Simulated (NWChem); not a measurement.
Molecule: NaOH; SMILES [OH][Na]

```xyz
3

Na    -0.0662    -0.9541     0.0000
O      0.1328     0.9646     0.0000
H      0.2309     1.9106     0.0000
```
Atoms are numbered in this order, from 1.

The geometry was optimised at PBE0-D3(BJ)/def2-TZVP.

Task: List the 4 lowest vertical singlet excitations from PBE/6-31+G* (spherical d), TDA (NWChem).

Result: 
```json
[
 {"state": "S1", "energy (eV)": "1.87", "oscillator strength": "0.010", "leading excitation (squared amplitude)": "HOMO → LUMO (1.00)"},
 {"state": "S2", "energy (eV)": "1.87", "oscillator strength": "0.010", "leading excitation (squared amplitude)": "HOMO−1 → LUMO (1.00)"},
 {"state": "S3", "energy (eV)": "3.65", "oscillator strength": "0.000", "leading excitation (squared amplitude)": "HOMO → LUMO+2 (0.52)"},
 {"state": "S4", "energy (eV)": "3.65", "oscillator strength": "0.000", "leading excitation (squared amplitude)": "HOMO−1 → LUMO+2 (0.50)"}
]
```
